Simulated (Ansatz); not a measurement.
H6OSi2Zn at its PBE0-D4/def2-TZVP geometry, where that method's forces vanish. Charge 0, multiplicity 1. The bonds changed during the relaxation, so this is another structure than the one it started from.

```xyz
10

O    -0.6948   -1.3962   -0.5565
Si   -0.1324    0.1517   -0.4123
Si    0.8503    0.3124    1.7031
Zn   -1.7314   -0.1573   -3.8183
H    -1.1311   -1.6220   -1.3823
H    -1.2334    1.1507   -0.5527
H     1.3704    1.6955    1.8871
H     1.9826   -0.6425    1.8358
H    -0.1454    0.0336    2.7720
H     0.8652    0.4741   -1.4759
```

Task: What forces (eV/Å) does B3LYP-D4/def2-TZVPP give on these atoms in Ansatz 0.2.0? (Estimate.)

Result: Computed: 
```
O1  -0.052 -0.082 -0.059
Si2  0.057  0.236 -0.048
Si3  0.052  0.009  0.115
Zn4 -0.006 -0.006 -0.009
H5  -0.022 -0.066 -0.001
H6   0.067 -0.064  0.003
H7  -0.027 -0.082 -0.004
H8  -0.065  0.058 -0.001
H9   0.063  0.016 -0.057
H10 -0.067 -0.021  0.062
```

B3LYP here is the variant with VWN-RPA as its local correlation; programs differ in this.
